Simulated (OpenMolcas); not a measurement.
Consider [Cu2(μ-Cl)2(NH3)4]2+, a planar model complex in vacuum (2 bridging Cl, bridge angle 102°, metal-metal distance 3.67 Å, Cu–Cl 2.36 Å; typed geometry, not optimised).

```xyz
20

Cu    -1.8372     0.0000     0.0000
Cu     1.8372     0.0000     0.0000
Cl     0.0000     1.4877     0.0000
Cl     0.0000    -1.4877     0.0000
N     -3.2726     1.4354     0.0000
H     -3.5544     1.7172     0.9389
H     -2.9794     2.2922    -0.4695
H     -4.1294     1.1423    -0.4694
N     -3.2726    -1.4354     0.0000
H     -3.5544    -1.7172     0.9389
H     -4.1294    -1.1423    -0.4695
H     -2.9794    -2.2922    -0.4694
N      3.2726     1.4354     0.0000
H      3.5544     1.7172     0.9389
H      4.1294     1.1423    -0.4695
H      2.9794     2.2922    -0.4694
N      3.2726    -1.4354     0.0000
H      3.5544    -1.7172     0.9389
H      2.9794    -2.2922    -0.4695
H      4.1294    -1.1423    -0.4694
```

### Question
Give the energies of the total-spin states at CASSCF(2,2) on the singly occupied d orbitals (ANO-RCC-VDZP on Cu, Cl, N and ANO-RCC-VDZ on H, scalar-relativistic DKH2, RICD, no spin-orbit coupling, OpenMolcas), and the exchange constant.

### Answer
Local spins 1/2 and 1/2.

```json
[
 {"total S": "1", "E (cm⁻¹)": "26.6", "natural occupations, lowest and highest": "1.000, 1.000"},
 {"total S": "0", "E (cm⁻¹)": "0.0", "natural occupations, lowest and highest": "0.962, 1.038"}
]
```

J = -13.3 cm⁻¹ (antiferromagnetic).

J is defined by H = −2J S1·S2, so negative values are antiferromagnetic. Wave-function values come from the highest and lowest total spin; broken-symmetry values use Yamaguchi's formula with the computed ⟨S²⟩. The active space holds the singly occupied metal orbitals alone, without bridging-ligand orbitals. No row is a measured value.
